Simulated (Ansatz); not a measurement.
```yaml
crystal:
  periodic: [true, true, true]
  atoms:
    - {symbol: C, position_ang: [-3.179778, -0.055550, -0.264115]}
    - {symbol: C, position_ang: [-2.032938, 0.068317, 0.097182]}
    - {symbol: B, position_ang: [-0.596746, 0.211278, 0.552575]}
    - {symbol: C, position_ang: [0.591181, 0.035585, -0.438466]}
    - {symbol: C, position_ang: [1.969234, -0.188188, 0.169587]}
    - {symbol: H, position_ang: [-4.192366, -0.163638, -0.578467]}
    - {symbol: H, position_ang: [-0.402666, 0.513109, 1.697129]}
    - {symbol: H, position_ang: [0.581325, 0.986523, -1.002246]}
    - {symbol: H, position_ang: [0.357331, -0.716091, -1.200544]}
    - {symbol: H, position_ang: [2.212878, 0.593825, 0.892670]}
    - {symbol: H, position_ang: [2.754062, -0.197263, -0.590457]}
    - {symbol: H, position_ang: [2.015384, -1.143007, 0.699051]}
basis:
  gaussian: {orbitals: cc-pVDZ}
hamiltonian: {xc: {name: RPBE}, dispersion: d3bj}
scf: {lower_state_search: full}
output: {forces: true}
```

```sh
$ ansatz run in.yaml --threads 4 --pin off --events-out ev --progress --plain --max-ram 10444MiB
```

Shortened log:

```
Error: YAML parse error: error: line 2 column 3: crystal: missing field `lattice` (a structure is typed as `lattice` and `atoms`, a molecule's as `atoms` in Å alone, or read from a run's directory, `checkpoint`)
 --> <input>:2:3
1 | crystal:
2 |   periodic: [true, true, true]
3 |   atoms:
4 |     - {symbol: C, position_ang: [-3.179778, -0.055550, -0.264115]}
```

Problem. Something in this input is off. What?

Solution. The molecule is marked periodic without a cell. The input was rejected before any iteration.
